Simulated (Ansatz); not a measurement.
CH$_{4}$GeS (`S=[CH][GeH3]`), relaxed with RKS PBE-D4/def2-SVP in the Gaussian-basis code of Ansatz from a rough embedded geometry. The force threshold is 0.03 eV/Å; the program also tests the step.

Charge 0, multiplicity 1.

Start:

```xyz
7

S     0.000    1.176    1.913
C     0.643    0.323    0.895
Ge   -0.353   -0.303   -0.611
H     1.660    0.113    0.922
H     0.557   -1.095   -1.571
H    -1.555   -1.179   -0.145
H    -0.952    0.964   -1.403
```

| step | energy (eV) | largest force (eV/Å) | largest move (Å) |
| --- | --- | --- | --- |
| 1 | -68427.6754 | 7.472 | 0.000 |
| 2 | -68428.2746 | 2.302 | 0.176 |
| 3 | -68428.4643 | 1.089 | 0.195 |
| 4 | -68428.5118 | 0.609 | 0.053 |
| 5 | -68428.5185 | 0.025 | 0.011 |

End:

```xyz
7

S    -0.029    1.263    2.054
C     0.649    0.349    0.887
Ge   -0.376   -0.301   -0.679
H     1.724    0.071    0.960
H     0.529   -1.123   -1.638
H    -1.538   -1.186   -0.163
H    -0.959    0.926   -1.421
```

It took 3.5 s on 4 threads of a server CPU on a shared host, with 0.14 GiB of host memory at the peak.
